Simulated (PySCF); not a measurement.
Cl5Sb, SMILES [Cl][Sb]([Cl])([Cl])([Cl])[Cl] (connectivity only; charge and spin as stated), charge +1, multiplicity 2.

The structure is a stationary point at B3LYP-D3(BJ)/def2-SVP. The spin state was assumed, not searched. The isomer is the one that the SMILES or the coordinates give; other isomers of the formula were not compared. The def2 effective core potentials stand for the cores of Sb; spin–orbit coupling is left out.

These are PBE/def2-TZVP run with PySCF values and carry that method's errors.

The molecule is in vacuum.

```yaml
total_energy: -2540.13645 hartree
point_group: Cs
"α spin, highest occupied and lowest empty level": -12.99 and -10.81 eV
"β spin, highest occupied and lowest empty level": -12.86 and -11.98 eV
dipole_moment_about_the_centre_of_nuclear_charge: 0.73 D
mean_static_polarisability: 110.7 bohr³ (16.41 Å³)
polarisability_principal_values: 97.7, 106.1, 128.3 bohr³
"⟨S²⟩": 0.753 (pure state 0.75)
```
